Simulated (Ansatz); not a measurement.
heptazine (C₆H₃N₇), SMILES C1=NC2=NC=NC3=NC=NC(=N1)N23.

The structure is a stationary point at CAM-B3LYP-D3(BJ)/def2-SVP.

All values below come from CAM-B3LYP-D3(BJ)/def2-SVP run with Ansatz (a program for electronic structure).

Each state was relaxed at this level (stationary points, no frequency check), unrestricted for open shells, gas phase, no zero-point terms. λ is the four-point inner reorganisation energy.

cation: E(neutral) = -612.97864, E(cation at the neutral's geometry) = -612.64132, E(relaxed cation) = -612.64295, E(neutral at the cation's geometry) = -612.97698 hartree. anion: E(neutral) = -612.97864, E(anion at the neutral's geometry) = -613.02877, E(relaxed anion) = -613.03103, E(neutral at the anion's geometry) = -612.97576 hartree. triplet: E(neutral) = -612.97864, E(triplet at the neutral's geometry) = -612.87110, E(relaxed triplet) = -612.87629, E(neutral at the triplet's geometry) = -612.96709 hartree.

Q: Work out the vertical and adiabatic energies and the reorganisation energies.

A: 
```json
[
 {"quantity": "ionisation energy", "at the neutral's geometry (eV)": "9.18", "adiabatic (eV)": "9.13", "at the other state's geometry (eV)": "9.09", "relaxation of that state (meV)": "44", "relaxation of the neutral (meV)": "45", "λ (meV)": "90"},
 {"quantity": "electron affinity", "at the neutral's geometry (eV)": "1.36", "adiabatic (eV)": "1.43", "at the other state's geometry (eV)": "1.50", "relaxation of that state (meV)": "62", "relaxation of the neutral (meV)": "78", "λ (meV)": "140"},
 {"quantity": "T1 energy", "at the neutral's geometry (eV)": "2.93", "adiabatic (eV)": "2.79", "at the other state's geometry (eV)": "2.47", "relaxation of that state (meV)": "141", "relaxation of the neutral (meV)": "314", "λ (meV)": "456"}
]
```
